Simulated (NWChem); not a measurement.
System: C3H3F3; SMILES C=CC(F)(F)F

Parts of the log:

```
             Northwest Computational Chemistry Package (NWChem) 7.3.0
             --------------------------------------------------------

 CS  symmetry detected

                             Geometry "geometry" -> ""
                             -------------------------

 Output coordinates in angstroms (scale by  1.889725989 to convert to a.u.)

  No.       Tag          Charge          X              Y              Z
 ---- ---------------- ---------- -------------- -------------- --------------
    1 C                    6.0000    -0.02832641    -2.11041390     0.00000000
    2 C                    6.0000     0.66312904    -0.98754320     0.00000000
    3 C                    6.0000     0.01925946     0.36540747     0.00000000
    4 F                    9.0000    -1.31881505     0.32318842     0.00000000
    5 F                    9.0000     0.38032613     1.08963616     1.07522049
    6 F                    9.0000     0.38032613     1.08963616    -1.07522049
    7 H                    1.0000     0.46318138    -3.06719711     0.00000000
    8 H                    1.0000    -1.10584813    -2.11267984     0.00000000
    9 H                    1.0000     1.74175932    -0.94697192     0.00000000

 Effective nuclear repulsion energy (a.u.)     252.4869684277

      Symmetry information
      --------------------

 Group name             Cs
 Group number              2
 Group order               2
 No. of unique centers     8

                                Z-matrix (autoz)
                                --------

 Units are Angstrom for bonds and degrees for angles

      Type          Name      I     J     K     L     M      Value
      ----------- --------  ----- ----- ----- ----- ----- ----------
    1 Stretch                  1     2                       1.31869
    2 Stretch                  1     7                       1.07565
    3 Stretch                  1     8                       1.07752
    4 Stretch                  2     3                       1.49835
    5 Stretch                  2     9                       1.07939
    6 Stretch                  3     4                       1.33874
    7 Stretch                  3     5                       1.34572
    8 Stretch                  3     6                       1.34572
    9 Bend                     1     2     3               122.92576
   10 Bend                     1     2     9               123.77854
   11 Bend                     2     1     7               121.18559
   12 Bend                     2     1     8               121.74494
   13 Bend                     2     3     4               113.64259
   14 Bend                     2     3     5               111.75574
   15 Bend                     2     3     6               111.75574
   16 Bend                     3     2     9               113.29570
   17 Bend                     4     3     5               106.56751
   18 Bend                     4     3     6               106.56751
   19 Bend                     5     3     6               106.06749
   20 Bend                     7     1     8               117.06947
   21 Torsion                  1     2     3     4           0.00000
   22 Torsion                  1     2     3     5         120.65372
   23 Torsion                  1     2     3     6        -120.65372
   24 Torsion                  3     2     1     7         180.00000
   25 Torsion                  3     2     1     8           0.00000
   26 Torsion                  4     3     2     9         180.00000
   27 Torsion                  5     3     2     9         -59.34628
   28 Torsion                  6     3     2     9          59.34628
   29 Torsion                  7     1     2     9           0.00000
   30 Torsion                  8     1     2     9         180.00000

                           NWChem Geometry Optimization
                           ----------------------------

 maximum gradient threshold         (gmax) =   0.000450
 rms gradient threshold             (grms) =   0.000300
 maximum cartesian step threshold   (xmax) =   0.001800
 rms cartesian step threshold       (xrms) =   0.001200
 fixed trust radius                (trust) =   0.300000
 source of zmatrix                         =   autoz

          -------------------
          Energy Minimization
          -------------------

 Using diagonal initial Hessian
 Scaling for Hessian diagonals: bonds = 1.00  angles = 0.25  torsions = 0.10

          --------
          Step   0

                                 NWChem DFT Module
                                 -----------------

 Summary of "ao basis" -> "ao basis" (spherical)
 ------------------------------------------------------------------------------
       Tag                 Description            Shells   Functions and Types
 ---------------- ------------------------------  ------  ---------------------
 C                           6-31g*                  6       14   3s2p1d
 F                           6-31g*                  6       14   3s2p1d
 H                           6-31g*                  2        2   2s

      Symmetry analysis of basis
      --------------------------

        a'         60
        a"         30

            General Information
            -------------------
          SCF calculation type: DFT
          Wavefunction type:  closed shell.
          No. of atoms     :     9
          No. of electrons :    48
           Alpha electrons :    24
            Beta electrons :    24
          Charge           :     0
          Spin multiplicity:     1
          Use of symmetry is: on ; symmetry adaption is: on
          Maximum number of iterations: 150
          AO basis - number of functions:    90
                     number of shells:    42
          Convergence on energy requested:  1.00D-06
          Convergence on density requested:  1.00D-05
          Convergence on gradient requested:  5.00D-04

              XC Information
              --------------
                         B3LYP Method XC Potential
                     Hartree-Fock (Exact) Exchange  0.200
                        Slater Exchange Functional  0.800 local
                    Becke 1988 Exchange Functional  0.720 non-local
              Lee-Yang-Parr Correlation Functional  0.810
                  VWN I RPA Correlation Functional  0.190 local

             Grid Information
             ----------------
          Grid used for XC integration:  medium
          Radial quadrature: Mura-Knowles
          Angular quadrature: Lebedev.
          Tag              B.-S. Rad. Rad. Pts. Rad. Cut. Ang. Pts.
          ---              ---------- --------- --------- ---------
          C                   0.70       49          10.0       434
          F                   0.50       49          11.0       434
          H                   0.35       45           9.0       434
          Grid pruning is: on
          Number of quadrature shells:   380
          Spatial weights used:  Erf1

      Superposition of Atomic Density Guess
      -------------------------------------

 Sum of atomic energies:        -412.59245613

      Non-variational initial energy
      ------------------------------

 Total energy =    -414.968208
 1-e energy   =   -1073.336551
 2-e energy   =     405.881374
 HOMO         =      -0.329358
 LUMO         =       0.015382

      Symmetry analysis of molecular orbitals - initial
      -------------------------------------------------

  Numbering of irreducible representations:

     1 a'          2 a"

  Orbital symmetries:

[...]

      ----------------------
      Optimization converged
      ----------------------

  Step       Energy      Delta E   Gmax     Grms     Xrms     Xmax
  ---- ---------------- -------- -------- -------- -------- --------
@    5    -415.62167464  1.5D-07  0.00004  0.00001  0.00011  0.00025
                                     ok       ok       ok       ok

                                Z-matrix (autoz)
                                --------

 Units are Angstrom for bonds and degrees for angles

      Type          Name      I     J     K     L     M      Value     Gradient
      ----------- --------  ----- ----- ----- ----- ----- ---------- ----------
    1 Stretch                  1     2                       1.32973   -0.00002
    2 Stretch                  1     7                       1.08557   -0.00001
    3 Stretch                  1     8                       1.08540    0.00001
    4 Stretch                  2     3                       1.49666   -0.00004
    5 Stretch                  2     9                       1.08655   -0.00002
    6 Stretch                  3     4                       1.34827    0.00000
    7 Stretch                  3     5                       1.35338   -0.00001
    8 Stretch                  3     6                       1.35338   -0.00001
    9 Bend                     1     2     3               123.30385   -0.00000
   10 Bend                     1     2     9               122.51828   -0.00000
   11 Bend                     2     1     7               121.16510    0.00001
   12 Bend                     2     1     8               121.58577   -0.00001
   13 Bend                     2     3     4               112.82856    0.00000
   14 Bend                     2     3     5               110.96942    0.00000
   15 Bend                     2     3     6               110.96942    0.00000
   16 Bend                     3     2     9               114.17787    0.00000
   17 Bend                     4     3     5               107.53566   -0.00000
   18 Bend                     4     3     6               107.53566   -0.00000
   19 Bend                     5     3     6               106.72330   -0.00000
   20 Bend                     7     1     8               117.24913   -0.00000
   21 Torsion                  1     2     3     4           0.00000   -0.00000
   22 Torsion                  1     2     3     5         120.75853    0.00000
   23 Torsion                  1     2     3     6        -120.75853   -0.00000
   24 Torsion                  3     2     1     7         180.00000    0.00000
   25 Torsion                  3     2     1     8           0.00000    0.00000
   26 Torsion                  4     3     2     9         180.00000   -0.00000
   27 Torsion                  5     3     2     9         -59.24147    0.00000
   28 Torsion                  6     3     2     9          59.24147   -0.00000
   29 Torsion                  7     1     2     9           0.00000   -0.00000
   30 Torsion                  8     1     2     9         180.00000    0.00000

                         Geometry "geometry" -> "geometry"
                         ---------------------------------

 Output coordinates in angstroms (scale by  1.889725989 to convert to a.u.)

  No.       Tag          Charge          X              Y              Z
 ---- ---------------- ---------- -------------- -------------- --------------
    1 C                    6.0000    -0.03077301    -2.11199597     0.00000000
    2 C                    6.0000     0.65882950    -0.97505460     0.00000000
    3 C                    6.0000     0.01549969     0.37628774     0.00000000
    4 F                    9.0000    -1.33135418     0.31444365     0.00000000
    5 F                    9.0000     0.39086478     1.09140328     1.08597444
    6 F                    9.0000     0.39086478     1.09140328    -1.08597444
    7 H                    1.0000     0.47210538    -3.07406345     0.00000000
    8 H                    1.0000    -1.11614888    -2.11857339     0.00000000
    9 H                    1.0000     1.74510381    -0.95078830     0.00000000

 Effective nuclear repulsion energy (a.u.)     251.1578487357

      Symmetry information
      --------------------

 Group name             Cs
 Group number              2
 Group order               2
 No. of unique centers     8

                Final and change from initial internal coordinates
                --------------------------------------------------

                                Z-matrix (autoz)
                                --------

 Units are Angstrom for bonds and degrees for angles

[...]

 Rotational Constants
 --------------------
 A=   0.179284 cm-1  (  0.257944 K)
 B=   0.097580 cm-1  (  0.140393 K)
 C=   0.095154 cm-1  (  0.136902 K)

 Temperature                      =   298.15K
 frequency scaling parameter      =   1.0000

 Zero-Point correction to Energy  =   36.150 kcal/mol  (  0.057609 au)
 Thermal correction to Energy     =   39.689 kcal/mol  (  0.063249 au)
 Thermal correction to Enthalpy   =   40.281 kcal/mol  (  0.064193 au)

 Total Entropy                    =   76.007 cal/mol-K
   - Translational                =   39.579 cal/mol-K (mol. weight =  96.0187)
   - Rotational                   =   26.363 cal/mol-K (symmetry #  =        1)
   - Vibrational                  =   10.065 cal/mol-K

 Cv (constant volume heat capacity) =   19.347 cal/mol-K
   - Translational                  =    2.979 cal/mol-K
   - Rotational                     =    2.979 cal/mol-K
   - Vibrational                    =   13.388 cal/mol-K

[normal modes left out]

 ----------------------------------------------------------------------------
 Normal Eigenvalue ||           Projected Infra Red Intensities
  Mode   [cm**-1]  || [atomic units] [(debye/angs)**2] [(KM/mol)] [arbitrary]
 ------ ---------- || -------------- ----------------- ---------- -----------
    1       -0.000 ||    0.000108           0.002         0.105       0.031
    2       -0.000 ||    0.000073           0.002         0.071       0.021
    3       -0.000 ||    0.000893           0.021         0.871       0.255
    4        0.000 ||    0.000374           0.009         0.365       0.107
    5        0.000 ||    0.000332           0.008         0.323       0.095
    6        0.000 ||    0.000668           0.015         0.652       0.191
    7       84.735 ||    0.000040           0.001         0.039       0.012
    8      271.210 ||    0.000081           0.002         0.079       0.023
    9      313.072 ||    0.000674           0.016         0.657       0.192
   10      427.333 ||    0.006203           0.143         6.047       1.770
   11      509.626 ||    0.000103           0.002         0.100       0.029
   12      540.537 ||    0.009731           0.225         9.486       2.777
   13      629.870 ||    0.007901           0.182         7.702       2.255
   14      721.754 ||    0.001575           0.036         1.535       0.450
   15      814.618 ||    0.000575           0.013         0.561       0.164
   16      988.501 ||    0.028193           0.650        27.483       8.047
   17     1023.270 ||    0.028343           0.654        27.631       8.090
   18     1039.829 ||    0.039287           0.906        38.299      11.213
   19     1191.043 ||    0.301991           6.967       294.396      86.193
   20     1205.858 ||    0.245247           5.658       239.079      69.998
   21     1312.350 ||    0.175776           4.055       171.355      50.170
   22     1338.193 ||    0.029202           0.674        28.468       8.335
   23     1475.906 ||    0.052244           1.205        50.930      14.911
   24     1745.924 ||    0.007521           0.174         7.332       2.147
   25     3184.568 ||    0.003172           0.073         3.092       0.905
   26     3210.516 ||    0.001664           0.038         1.622       0.475
   27     3270.663 ||    0.004012           0.093         3.911       1.145
 ----------------------------------------------------------------------------
```

Level: B3LYP/6-31G* (spherical d). 

Task: Which NWChem input produces such a log?

Result: Several could match; the one computed here: the input that was run:
```
start job
memory heap 200 mb stack 900 mb global 1100 mb
geometry units angstroms
  C     -1.937992     0.646494    -0.814696
  C     -0.910011     0.890411    -0.025577
  C      0.245529    -0.052016     0.121400
  F      0.133075    -1.159458    -0.622342
  F      1.409162     0.527456    -0.226674
  F      0.398409    -0.458978     1.394968
  H     -2.753187     1.343191    -0.898865
  H     -2.000573    -0.254744    -1.401988
  H     -0.813602     1.781177     0.576362
end
basis spherical
  * library 6-31g*
end
dft
  xc b3lyp
  iterations 150
end
driver
  maxiter 120
end
task dft optimize
task dft freq
```
